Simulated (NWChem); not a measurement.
## Basis-set convergence for HBCl2O

SMILES: ClB(O)Cl
```xyz
5

B     -0.3426     0.1272     0.0000
Cl     1.0783     1.1948     0.0000
Cl    -0.1302    -1.6203     0.0000
O     -1.5993     0.6246     0.0000
H     -1.6106     1.6001     0.0000
```
Charge 0, spin multiplicity 1.

All runs are NWChem calculations. The geometry was optimised at PBE/def2-SVP, a minimum by its harmonic frequencies. It is one conformer; others weren't searched.

Quantity: dipole moment at the level PBE0.

The Pople sets run with spherical d functions. The structure started from a generated list of species.

### Question
In cc-pVQZ the value is 1.79 D. Among 3-21G, 6-31G*, 6-31+G*, 6-311G**, def2-SVPD, aug-cc-pVDZ, 6-311++G**, def2-TZVPD, aug-cc-pVTZ, which is the smallest basis within 0.05 D of it?

### Answer
def2-SVPD, with 105 functions against 258 and about 1 % of the time (also within reach: aug-cc-pVDZ, def2-TZVPD, aug-cc-pVTZ). cc-pVQZ isn't the basis-set limit itself, and a small set can land close by cancellation.

```tsv
basis	functions	dipole moment (D)
3-21G	46	2.70
6-31G*	66	2.12
6-31+G*	82	2.00
6-311G**	94	2.10
def2-SVPD	105	1.81
aug-cc-pVDZ	109	1.80
6-311++G**	111	1.94
def2-TZVPD	178	1.76
aug-cc-pVTZ	215	1.77
cc-pVQZ	258	1.79
```
